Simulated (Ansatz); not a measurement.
Geometry optimisation, RKS B3LYP-D4/def2-SVP (Ansatz).

Input file:

```yaml
crystal:
  periodic: [false, false, false]
  atoms:
    - { symbol: Si, position_ang: [-0.96811, 0.17124, -0.58339] }
    - { symbol: "N", position_ang: [0.18419, -0.7957, -0.00367] }
    - { symbol: Te, position_ang: [1.40915, -0.75392, 1.65218] }
    - { symbol: H, position_ang: [-1.55733, -0.3215, -1.8168] }
    - { symbol: H, position_ang: [-1.556, 1.44541, -0.15884] }
    - { symbol: H, position_ang: [2.4881, 0.25447, 0.91052] }
basis:
  gaussian: { orbitals: def2-SVP }
hamiltonian:
  xc: b3lyp
  dispersion: d4
relax:
  f_tol: 0.02
  max_steps: 40
scf:
  lower_state_search: "off"
```

Run as:

```bash
$ ansatz run input.yaml --threads 1 --pin off --max-ram 2048MiB --backend cpu --events-out ev --progress --plain --runs-dir out
```

Question: Where does it end, and by what steps?

Answer: The run converged. After 14 steps the energy has fallen by 0.293 eV; H6 moved furthest, 0.94 Å.

| step | energy less start (eV) | largest force component (eV/Å) | accepted |
| --- | --- | --- | --- |
| 0 | 0.0000 | 0.632 | yes |
| 1 | -0.0445 | 0.223 | yes |
| 2 | -0.0651 | 0.247 | yes |
| 3 | -0.0816 | 0.490 | yes |
| 4 | -0.0889 | 0.202 | yes |
| 5 | -0.0956 | 0.142 | yes |
| 6 | -0.0993 | 0.140 | yes |
| 7 | -0.1223 | 0.549 | yes |
| 8 | -0.1416 | 0.698 | yes |
| 9 | -0.2328 | 0.435 | yes |
| 10 | -0.2849 | 0.239 | yes |
| 11 | -0.2773 | 0.370 | no |
| 12 | -0.2927 | 0.029 | yes |
| 13 | -0.2929 | 0.021 | yes |
| 14 | -0.2929 | 0.002 | yes |

```xyz
6
Properties=species:S:1:pos:R:3
Si -0.880 0.097 -0.657
N 0.108 -0.999 -0.014
Te 1.709 -0.984 1.200
H -1.978 -0.368 -1.534
H -0.824 1.576 -0.473
H 1.864 0.679 1.478
```

Whether the end is a true minimum wasn't checked by a vibrational analysis.

Time of the run: 65 s on 1 thread of Intel(R) Xeon(R) Platinum 8259CL CPU @ 2.50GHz (Skylake/Cascade Lake), with other jobs on the host, peak memory 0.15 GiB.
